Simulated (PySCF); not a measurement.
## How methods differ on the ionisation energy of O²⁺

O²⁺ [He] 2s2 2p2 [2p1/2^2, M_J = 0] → O³⁺ [He] 2s2 2p1 [2p1/2^1, M_J = 1/2], as a difference of total energies. All numbers are calculated (PySCF 2.14, the two-component X2C-1e Hamiltonian, in x2c-SVPall-2c (3s2p1d, 14 functions)). Correlated levels: 1s2 frozen. "Screened" scales the spin-orbit matrix elements by Boettger's factors to mimic the two-electron term; Breit and QED terms are absent.

```tsv
method	ionisation energy (eV)	difference from reference (eV)
GHF (spin-free)	54.682	-0.254
GMP2 (spin-free)	54.900	-0.036
GHF (screened spin-orbit)	54.669	-0.267
GMP2 (screened spin-orbit)	54.887	-0.049
```

Reference: 54.936 eV (semi-empirical (NIST evaluation); NIST Atomic Spectra Database, ionization energies).

Errors of the correlated levels include the incompleteness of this basis and the frozen core.

The labels give the starting determinants; with spin-orbit coupling the two ends relaxed to ⟨J²⟩ = 1.99, ⟨L²⟩ = 2.00, ⟨S²⟩ = 2.00 and ⟨J²⟩ = 0.98, ⟨L²⟩ = 2.01, ⟨S²⟩ = 0.75.

The determinant of O²⁺ mixes levels of different J (the jj label is only the starting occupation), so the difference between spin-free and spin-orbit rows is not the physical spin-orbit shift.
